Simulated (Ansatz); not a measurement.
Harmonic frequencies (cm⁻¹) at PBE0-D4/def2-TZVP from Ansatz: 72, 246, 339, 489, 747, 904, 921, 1024, 1092, 1237, 1303, 1379, 1408, 1492, 1494, 2627, 2975, 3005, 3051, 3122, 3129.

Problem. Which molecule is it?
A. `[CH2]BC`•
B. `[BH]CC`•
C. `C[B]C`•
D. `O[SiH](O)[SiH2]`•

Solution. B.
